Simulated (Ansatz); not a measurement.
`OBC(F)S`, charge 0, multiplicity 1.

Q: Give a relaxed structure at PBE0-D4/def2-TZVP (Ansatz). (An estimate is asked.)

A: The calculation gave: 
Z-matrix (Å, degrees):
```
C
B 1 1.589
S 1 1.790 2 109.8
F 1 1.403 2 109.4 3 122.9
H 1 1.094 2 110.7 3 -120.0
O 2 1.340 1 118.9 3 -118.1
H 2 1.194 1 121.7 3 62.7
H 3 1.344 1 97.3 2 -163.5
H 6 0.966 2 111.6 1 0.4
```
This is one stationary point; other conformers may exist.
